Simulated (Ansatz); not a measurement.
A displaced shape of singlet BF4(-):

```xyz
5

B    -0.0204    0.0083   -0.0449
F     0.8525    0.7906    0.7921
F     0.8563   -0.7921   -0.8034
F    -0.7952    0.8187   -0.7633
F    -0.8248   -0.7985    0.7639
```

It was optimised with HF/def2-SVP in Ansatz (development build ahead of 0.2.0) to forces under 0.001 eV/Å, with restricted orbitals. Each step stands on the lowest determinant of that kind that the program's search found.

Task: What shape does it relax to, and how does the optimisation go?

Result:

```
atom    x (Å)    y (Å)    z (Å)
   B   0.0137   0.0054  -0.0111
   F   0.8207   0.7903   0.8084
   F   0.8145  -0.7914  -0.8253
   F  -0.7816   0.8280  -0.8047
   F  -0.7989  -0.8055   0.7772
```

Bond lengths: B1–F2 1.393 Å, B1–F3 1.393 Å, B1–F4 1.392 Å, B1–F5 1.393 Å. Angles: F2–B1–F3 109.5°, F2–B1–F4 109.5°, F2–B1–F5 109.5°, F3–B1–F4 109.5°, F3–B1–F5 109.5°, F4–B1–F5 109.5°.

| step | E − E(start) (eV) | largest force (eV/Å) |
| --- | --- | --- |
| 1 | 0.0000 | 2.2998 |
| 2 | -0.0930 | 1.1737 |
| 3 | -0.1289 | 0.1675 |
| 4 | -0.1304 | 0.0216 |
| 5 | -0.1304 | 0.0055 |
| 6 | -0.1304 | 0.0009 |

The optimisation ended after 6 steps with its threshold met. Caution: no diffuse functions for an anion.
